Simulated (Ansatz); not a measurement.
`FC([SiH3])I` + HCl → `[SiH3]C(Cl)I` + H–F at 600 K and 1 bar (substitution at a C–F bond).

Computed with Ansatz on PBE0-D4/def2-TZVP structures; ΔE is electronic, products minus reactants. CCSD(T)/CBS is the MP2 limit (def2-TZVPP, def2-QZVPP) plus CCSD(T) − MP2 in def2-TZVPP, frozen cores. This one scheme is used for every species. Elements past krypton have def2 core potentials. For I outer-core shells are correlated without core-valence functions, which leaves a few kJ/mol of doubt a bond.

```csv
species,CCSD(T)/CBS energy (Eh),H − E (kJ/mol),S (J/(mol·K))
`FC([SiH3])I`,-726.74482,167.7,412.4
HCl,-460.38127,35.4,207.2
`[SiH3]C(Cl)I`,-1086.74423,165.9,424.4
H–F,-100.39570,42.3,194.0
```

H − E and S are ideal-gas, rigid-rotor, harmonic terms from PBE0-D4/def2-TZVP, for one conformer and one mirror image of each species. 1 Eh = 2625.50 kJ/mol, R = 8.31446 J/(mol·K).

Question: By hand: ΔE, ΔH, ΔS and ΔG.

Answer: ΔE = (-1086.74423) + (-100.39570) − (-726.74482) − (-460.38127) = -0.01384 Eh = -36.3 kJ/mol. Δ(H − E) = 165.9 + 42.3 − 167.7 − 35.4 = 5.1, so ΔH = -31.2 kJ/mol. ΔS = 424.4 + 194.0 − 412.4 − 207.2 = -1.2 J/(mol·K). ΔG = -31.2 − 600 × (-1.2)/1000 = -30.5 kJ/mol.

Question: By hand: the equilibrium constant, and the temperature at which ΔG would vanish if ΔH and ΔS stayed fixed.

Answer: log₁₀ K = −ΔG/(RT ln 10) = 2.7. ΔG = 0 at ΔH/ΔS = 26000 K, far beyond where these terms or the molecules hold.

The number of gas molecules stays the same, so ΔS is small and ΔH decides. A doubt of 5 kJ/mol in ΔE shifts log₁₀ K by 0.4 here. Other conformers and mirror images would add mixing entropy, several J/(mol·K) or more a flexible species. These are equilibria of isolated gas molecules and say nothing of rates. Largest T1 diagnostic: 0.011 (customary marks: 0.02 for closed shells, 0.045 for open ones).
